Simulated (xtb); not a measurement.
C4H7NO, SMILES C/N=C(/C=O)C. All values are semi-empirical tight-binding results from xtb (GFN2-xTB unless named), good for trends rather than for accurate numbers. Geometry: GFN2-xTB. The structure was generated by enumeration; whether it is a known compound was not checked. Other conformers were not sampled.

A frequency run showed that this geometry is not a minimum.

- orbital gap = 2.05 eV
- dipole moment = 3.35 D
- static polarisability (D4 model) = 59.8 bohr³
- solvation energy, GFN2-xTB/ALPB(water) = -3.2 kcal/mol
- solvation energy, GFN2-xTB/ALPB(octanol) = -4.9 kcal/mol

Computed IR lines (harmonic; lines under 4 % of the strongest left out, lines within 3 cm⁻¹ merged):
ν (cm⁻¹): 622 (w), 834 (w), 993 (w), 999 (w), 1109 (w), 1227 (m), 1328 (w), 1381 (w), 1473 (w), 1689 (m), 1764 (vs), 2819 (m), 2931 (w), 2952 (w), 2997 (w), 3020 (w) (against the strongest line: vs over 80 %, s over 45 %, m over 15 %, w over 4 %, vw less). 1 imaginary mode(s) remain.
